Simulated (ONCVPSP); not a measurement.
# lanthanum (La): one change to an ONCV potential, before and after

```json
{"Element": "lanthanum (La)", "Generator": "ONCVPSP 4.0.1", "Type": "optimised norm-conserving Vanderbilt (ONCV)", "Functional": "PBE", "Relativity": "fully relativistic", "Frozen core": "[Kr] 4d10", "Valence charge": "11", "Reference configuration": "5s2 5p6 5d1 6s2", "Partial waves": "5s+6s: rc 2.45 bohr, ncon 4, nbas 8, qcut 5.2 1/bohr, 2 projectors; 5p: rc 2.25 bohr, ncon 4, nbas 9, qcut 6.6 1/bohr, 2 projectors, debl 1.7 Ha; 5d: rc 2.40 bohr, ncon 5, nbas 9, qcut 4 1/bohr, 2 projectors, debl 1.1 Ha; f scattering state at 0.17 Ha: rc 2.10 bohr, ncon 4, nbas 8, qcut 6.2 1/bohr, 2 projectors, debl 3.1 Ha", "Local potential": "polynomial inside 1.60 bohr (lpopt 5, dvloc0 2 Ha)", "Core correction": "polynomial model core, fcfact 0.7"}
```

Open shells are filled in proportion to 2j + 1.

In the f channel the program set the typed energies aside and used -0.155, 2.945 Ha (j = l + 1/2; the other j can differ).

All-electron outer shells of the reference configuration (PBE, scalar-relativistic, ld1.x):

```csv
shell,level (eV),outermost node (bohr),outermost maximum (bohr)
5s,-38.92,0.77,1.41
5p,-22.40,0.83,1.58
6s,-3.68,1.86,3.84
5d,-3.09,0.95,2.21
```

Change: local potential polynomial inside 2.10 bohr (lpopt 5, dvloc0 4 Ha).

Cutoffs: the cutoffs (Ha) at which the residual kinetic energy of the hardest occupied pseudo-wave falls to 1 and 0.1 mHa per electron; they do not see the model core or the augmentation charge, which bear on the density cutoff. Errors are all-electron minus pseudo energies relative to the spin-unpolarised reference configuration.

Question: Predict the effect on cutoff, ghosts and configuration errors.

Answer: The potential gets neither clearly harder nor softer (13 Ha and 16 Ha → 13 Ha and 16 Ha); a bound ghost appears in p, which as a rule spoils a file; the errors of the 4 common tests hardly move; the range in which the s phases agree widens (upper end 2.7 → 4.6); the range in which the p1/2 phases agree narrows (upper end at the end of the scan → 1.7). In the separable form a ghost depends on how the local part lies against the semilocal potential of the channel, so the choice of the local part can create or remove one.

| quantity | base | changed |
| --- | --- | --- |
| cutoff, loose | 13 Ha | 13 Ha |
| cutoff, tight | 16 Ha | 16 Ha |
| bound ghosts | none | p3/2 |
| GHOST(+) flags under 300 eV | s at 77.6 eV | p1/2 at 64.6 eV |
| error for 5s2 5p6 5d1 6s1, meV [ΔE 5.97 eV] | -0.6 | -0.6 |
| error for 5s2 5p6 5d1 6s0, meV [ΔE 16.85 eV] | -4.2 | -4.2 |
| error for 5s2 5p6 5d0 6s0, meV [ΔE 35.79 eV] | +1.9 | +1.9 |
| error for 5s2 5p6 5d2 6s1, meV [ΔE 0.80 eV] | -4.2 | -4.2 |
| s: phases at 2.49 bohr within 0.05 rad from the reference energy up to (Ha; the scan ends near 5) | 2.7 | 4.6 |
| p3/2: phases at 2.29 bohr within 0.05 rad from the reference energy up to (Ha; the scan ends near 5) | to the end of the scan | to the end of the scan |
| p1/2: phases at 2.29 bohr within 0.05 rad from the reference energy up to (Ha; the scan ends near 5) | to the end of the scan | 1.7 |
| d5/2: phases at 2.43 bohr within 0.05 rad from the reference energy up to (Ha; the scan ends near 5) | 2.5 | 2.7 |
| d3/2: phases at 2.43 bohr within 0.05 rad from the reference energy up to (Ha; the scan ends near 5) | 2.5 | to the end of the scan |
| f7/2: phases at 2.13 bohr within 0.05 rad from the reference energy up to (Ha; the scan ends near 5) | 0.8 | 0.5 |
| f5/2: phases at 2.13 bohr within 0.05 rad from the reference energy up to (Ha; the scan ends near 5) | 0.7 | 0.5 |
| rms error of d²Exc/dni dnj with the model core, mHa | 2.33 | 2.33 |

Base: The cutoffs count occupied waves only; projector 2 of the f channel, the hardest unoccupied one, needs 78 Ha at the loose tolerance. Changed file: The cutoffs count occupied waves only; projector 2 of the f channel, the hardest unoccupied one, needs 78 Ha at the loose tolerance. A true bound ghost makes a file unfit for plane-wave use even where its test errors are small: the radial tests pick states by their node count and pass the ghost by.
